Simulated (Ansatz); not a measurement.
Species: hydrogen telluride, H2Te, net charge 0, singlet state. 
Structure (B3LYP-D3(BJ)/def2-TZVP (Ansatz, a quantum-chemistry and plane-wave program) minimum search):
```xyz
3

Te    -0.0007     0.0433     0.0023
H     -1.1604    -1.1450    -0.0483
H      1.1973    -1.1053    -0.0693
```
Charge 0, spin multiplicity 1.

Computed values are from Ansatz. Cores are frozen in the correlated levels unless marked. UHF or UKS for open shells. Spin-orbit coupling is left out. Frozen are the shells of the preceding noble gas and the d and f shells that filled before the atom's block. In def2 rows, elements after Kr have scalar-relativistic effective core potentials. CBS(X,Y): correlation extrapolated as X^-3; Hartree-Fock from the larger set.

Task: What is the vertical ionisation energy (to the doublet) at CCSD(T)/CBS(def2-TZVPPD,def2-QZVPPD)?

Result: 9.09 eV.

Task: What is the atomisation energy De at CCSD(T)/CBS(def2-TZVPPD,def2-QZVPPD)?

Result: 596.0 kJ/mol.

Task: What is the dipole moment at CCSD(T)/def2-SVPD?

Result: 0.12 D.

Task: What is the T1 diagnostic at CCSD/def2-QZVPPD?

Result: 0.012.

Task: What is the total energy at CCSD(T)/CBS(def2-TZVPPD,def2-QZVPPD)?

Result: -268.3575 Eh.
